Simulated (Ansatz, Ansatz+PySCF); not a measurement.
```yaml
atoms:
  - { symbol: O, position_ang: [0.0000, 0.0000, -0.5941] }
  - { symbol: O, position_ang: [0.0000, 0.0000, 0.5941] }
  - { symbol: O, position_ang: [29.8745, -0.5321, -0.2326] }
  - { symbol: O, position_ang: [30.1255, 0.5321, 0.2326] }
```

Basis set: cc-pVDZ (spherical functions). Left uncorrelated: 4 orbitals. Correlation on ROHF uses semicanonical orbitals with singles. Charge 0, multiplicity 5.

Computed with Ansatz (development build ahead of 0.2.0); each method stands on the lowest determinant of its kind that the runs found. Restricted functionals stand beside restricted open-shell atoms, which can lie above the unrestricted atoms usual in DFT and then raise those values.

The atomization energy at this shape (free ground-state atoms in the same class of orbitals less the molecule, no zero-point energy) of quintet O4 in separate pieces:

```tsv
method	atomization energy
ωB97X (unrestricted)	248.48 kcal/mol
ωB97X (restricted open-shell)	249.76 kcal/mol
r²SCAN (restricted open-shell)	259.14 kcal/mol
PBE (unrestricted)	287.42 kcal/mol
PBE (restricted open-shell)	289.40 kcal/mol
PBE0 (unrestricted)	245.76 kcal/mol
UHF-CCSD(T)	206.83 kcal/mol
ROHF-MP2	246.36 kcal/mol
UHF-MP2	229.08 kcal/mol
UHF	58.01 kcal/mol
ROHF	45.46 kcal/mol
UHF-CCSD	197.15 kcal/mol
ROHF-CCSD	195.94 kcal/mol
```

Problem. What does r²SCAN (unrestricted) give?

Solution. 256.84 kcal/mol. Caution for ROHF-MP2: MP2 forces lie far from those of the mean fields. Caution for ROHF-MP2, ROHF, ROHF-CCSD: an unrestricted determinant lies well below. Caution for ROHF-CCSD: another reference gives a lower total.
